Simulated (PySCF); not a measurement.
# TDDFT excited states: C8H10

Compound: C8H10.
Atom-mapped SMILES: `[CH2:1]=[CH:2][C:3]#[C:4][CH:5]1[CH2:6][CH2:7][CH2:8]1` (hydrogens: H9, H10 on C1; H11 on C2; H12 on C5; H13, H14 on C6; H15, H16 on C7; H17, H18 on C8)

Computed with PySCF, TDDFT PBE0/def2-SVPD, vertical, gas phase, core orbitals frozen in the response. The structure is a single GFN2-xTB conformer in the gas phase; no vibrational or solvent corrections.

What does the calculation give for the low-lying excited states?

```tsv
state	E (eV)	E (kJ/mol)	λ (nm)	f	main configurations (H = HOMO, L = LUMO)
S1	5.07	489	244.8	0.0001	H-1→L (98%)
S2	5.41	522	229.2	0.360	H→L (87%)
S3	5.99	578	207.0	0.0001	H→L+2 (66%), H→L+1 (24%)
S4	6.45	623	192.2	0.0003	H→L+1 (68%), H→L+2 (16%), H→L+3 (13%)
S5	6.97	672	177.9	0.0025	H→L+3 (59%), H→L+4 (21%), H→L+2 (8%)
S6	7.03	678	176.4	0.056	H-1→L+1 (88%)
```

Triplets (Tamm–Dancoff): T1 3.37 eV, H→L (92%); T2 4.78 eV, H-1→L (91%).

The lowest singlet lies at 5.07 eV (245 nm, ultraviolet) and is dark (f under 0.0005); its leading configuration is HOMO-1→LUMO (98%). The most intense listed level is S2 at 5.41 eV (229 nm, f = 0.360), 0.34 eV above S1. Löwdin shares by element: HOMO carbon 83% or more (atoms not listed hold the other 17%); LUMO carbon 79% or more (atoms not listed hold the other 21%). The oscillator strengths of these states sum to 0.419; summed over the whole spectrum of an exact calculation they would give the number of electrons, 58 (Thomas–Reiche–Kuhn). Orbital energies (eV): HOMO-3 -9.07, HOMO-2 -8.93, HOMO-1 -7.33, HOMO -6.65, LUMO -0.65, LUMO+1 0.79, LUMO+2 0.83. The listed states span 1.96 eV, and the widest gap between neighbours is 0.58 eV (S2 to S3). The window holds the lowest 6 singlets.
